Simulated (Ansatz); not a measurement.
Spectroscopic constants of Be₂-, multiplicity 4 (an upper state: multiplicity 2 came lower at CCSD(T)/def2-TZVPP on PBE0 minima).

Constants: fifth-degree fit in 1/R to seven points, most abundant isotopes. In def2 and cc sets the state is the lowest found near the PBE0 minimum, followed along R.

Correlated levels freeze the inner cores; with def2 sets outer-core shells near the valence are correlated too.

Programs: Ansatz (an electronic-structure program). 

```json
[
 {"level": "PBE/def2-TZVPP", "r_e (Å)": "1.969", "ω_e (cm⁻¹)": "693", "ω_e x_e (cm⁻¹)": "5.3"},
 {"level": "wB97X-V/def2-TZVPP", "r_e (Å)": "2.034", "ω_e (cm⁻¹)": "___", "ω_e x_e (cm⁻¹)": "4.0"},
 {"level": "CCSD/def2-TZVPP", "r_e (Å)": "2.061", "ω_e (cm⁻¹)": "661", "ω_e x_e (cm⁻¹)": "4.6"},
 {"level": "CCSD(T)/def2-TZVPP", "r_e (Å)": "___", "ω_e (cm⁻¹)": "___", "ω_e x_e (cm⁻¹)": "5.0"}
]
```

**Question.** Some entries are withheld; supply them.

**Answer.** 
- CCSD(T)/def2-TZVPP, r_e (Å): 2.068
- CCSD(T)/def2-TZVPP, ω_e (cm⁻¹): 648
- wB97X-V/def2-TZVPP, ω_e (cm⁻¹): 696
